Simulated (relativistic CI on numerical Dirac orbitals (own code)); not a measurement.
# Radial parameters of Ba XV

Method of calculation: Dirac-Coulomb-Breit CI, orbitals from a KLI potential per configuration, model QED (radiative potential, 1s self-energy scaled to tabulated hydrogen-like ionisation energies), unscaled Slater integrals (own radial code, finite nucleus).

Slater integrals F^k, G^k are unscaled and averaged over j, outside the closed core [Ar] 3d10; ζ comes from projecting the Hamiltonian with its Breit term on Σ l·s of the shell.

- 4s²4p⁶4d⁶: F^2(4d,4d) = 139400, F^4(4d,4d) = 94134, ζ(4d) = 9744.9 cm⁻¹; <r>(4d) = 0.7283, <r^2>(4d) = 0.6071 (bohr units).
- 4s²4p⁵4d⁷: ζ(4p) = 90465, F^2(4d,4d) = 139450, F^4(4d,4d) = 94166, F^2(4p,4d) = 144520, G^1(4p,4d) = 183020, G^3(4p,4d) = 115500, ζ(4d) = 9724.7 cm⁻¹; <r>(4p) = 0.6827, <r^2>(4p) = 0.5271, <r>(4d) = 0.7279, <r^2>(4d) = 0.6065 (bohr units).
- 4s²4p⁶4d⁵4f: F^2(4d,4d) = 139500, F^4(4d,4d) = 94201, ζ(4d) = 9788.4, F^2(4d,4f) = 132250, F^4(4d,4f) = 86516, G^1(4d,4f) = 153860, G^3(4d,4f) = 99862, G^5(4d,4f) = 71604, ζ(4f) = 778.84 cm⁻¹; <r>(4d) = 0.7277, <r^2>(4d) = 0.6062, <r>(4f) = 0.785, <r^2>(4f) = 0.7142 (bohr units).

(1) Give the Racah parameters of the d shell in 4s²4p⁶4d⁶.

Averages of the first 10 configurations, taken without configuration mixing, which lowers the lowest level and can move excited configurations by several eV; other configurations of the list can lie among them:

```
Configuration  Parity  States  Average energy above the lowest level (eV)
    4s²4p⁶4d⁶    even     210                                         9.6
    4s²4p⁵4d⁷     odd     720                                       113.7
  4s²4p⁶4d⁵4f     odd    3528                                       117.7
    4s²4p⁴4d⁸    even     675                                       219.8
     4s4p⁶4d⁷    even     240                                       185.5
  4s²4p⁶4d⁵5s    even     504                                       121.0
  4s²4p⁶4d⁵5p     odd    1512                                       145.5
       4p⁶4d⁸    even      45                                       364.3
4s²4p⁶4d⁴4f5s     odd    5880                                       230.2
 4s²4p⁶4d⁴5s²    even     210                                       238.1
```

## Answers

(1) B = F²/49 − 5F⁴/441 = 1778 cm⁻¹ and C = 35F⁴/441 = 7471 cm⁻¹.
